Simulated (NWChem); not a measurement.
A series in which one site is exchanged, each optimised at PBE0/def2-SVP with NWChem, gas phase unless a solvent is named. All stand in one matching conformer (torsions within 35°), which need not be the lowest. This build's default masses of Se (78.918 u) and Br (79.917 u) are each other's, which moves their modes by up to 0.6 %. For some, no frequency run checked for a minimum. def2 effective core potentials on Te; no spin-orbit coupling.

A: S[Se]Br (HSeSBr; site = Se)
B: [SH][Zn][Br] (ZnHSBr; site = Zn)
C: [SH][Ca][Br] (CaHSBr; site = Ca)
D: [Te](Br)S (HTeSBr; site = Te)

Values for A:

```
Property                                             Value
---------------------------------------------------  -----
dipole (D), PBE0/def2-SVP                             1.70
orbital gap (eV), PBE0/def2-SVP                       4.37
vertical ionisation energy, ΔSCF, PBE/def2-SVP (eV)   8.80
```

### Question
How do these values change for the other members?

### Answer
```json
[
 {"change from A": "dipole (D), PBE0/def2-SVP", "B": "-0.57", "C": "-0.46", "D": "+0.33"},
 {"change from A": "orbital gap (eV), PBE0/def2-SVP", "B": "+1.83", "C": "+0.19", "D": "-0.46"},
 {"change from A": "vertical ionisation energy, ΔSCF, PBE/def2-SVP (eV)", "B": "+0.52", "C": "-0.22", "D": "-0.44"}
]
```
